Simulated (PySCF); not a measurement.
Start geometry of AsP3SSeO nortricyclane (AsOP3SSe) from GFN2-xTB (Å):
```
atom  x, y, z in Å
As1   -1.5175   -0.8161   -0.4414
S2    -0.1144   -0.1248   -2.0400
P3     1.5023    0.4437   -0.8751
P4     0.8198    1.3817    1.0143
Se5   -1.5385    1.2964    0.7556
P6     1.1755   -0.8139    0.9473
O7    -0.2355   -1.4690    0.5707
```

Question: What comes out of this run: PBE0-D3(BJ)/def2-SVP geometry optimisation, gas phase in PySCF?

Answer: 
```
atom  x, y, z in Å
As1   -1.5456   -0.7507   -0.4408
S2    -0.0784   -0.1403   -2.0445
P3     1.5641    0.4486   -0.8788
P4     0.7252    1.3865    0.9880
Se5   -1.4964    1.3100    0.7625
P6     1.1918   -0.8373    0.9556
O7    -0.2688   -1.5189    0.5894
```

The energy falls by 26.0 kJ/mol over 5 energy and gradient evaluations, the largest force component goes from 0.0361 to 4.1e-04 Eh/bohr, and the atoms move by 0.059 Å rms after alignment. The bond that changes most is P4–Se5 (ends: phosphorus bonded to 2 P and Se; selenium bonded to As and P), which shortens by 0.140 Å. Bonds longer at the end by more than 0.005 Å: 7 of 9; shorter: 2. Among the angles that change most is P3–P4–Se5, from 101.4° to 105.8°. Rotational constants go from 885.8, 807.5, 608.1 to 894.7, 798.8, 610.5 MHz. The orientation of the end geometry is arbitrary; only internal coordinates are fixed.

The run used 150 basis functions and 38 SCF cycles in all.

No frequency check. One conformer, not necessarily the lowest.
